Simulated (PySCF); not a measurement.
**KP⁺ at PBE0**

Level: PBE0. K def2-SVP, P def2-SVP; no relativity (PySCF 2.14).

```
state                                                                                                             : ⁴Σ⁻ (quartet), unpaired electrons σ ↑, π ↑↑
bond length                                                                                                       : 3.593 Å
harmonic wavenumber                                                                                               : 78.1 cm⁻¹
force constant                                                                                                    : 0.0620 mdyn/Å
rotational constant Be                                                                                            : 0.07566 cm⁻¹
anharmonicity ωexe                                                                                                : 1.20 cm⁻¹
vibration–rotation constant αe                                                                                    : 0.00135 cm⁻¹
well depth De to K⁺ + P                                                                                           : 3.9 kcal/mol
dissociation energy D0                                                                                            : 3.7 kcal/mol
bond order (Mayer)                                                                                                : 0.17
dipole moment (positive dipole points towards P; it is taken about the centre of mass and depends on that origin) : -6.41 D
```

The bond is weak. Basis-set superposition, not corrected here, can be much of De in a small basis, most of all at correlated wavefunction levels. For an ion De counts to the pair picked by the measured ionisation energies or electron affinities, which need not be the lowest pair at this level. The state was picked by a PBE0 search and need not be the measured ground state.
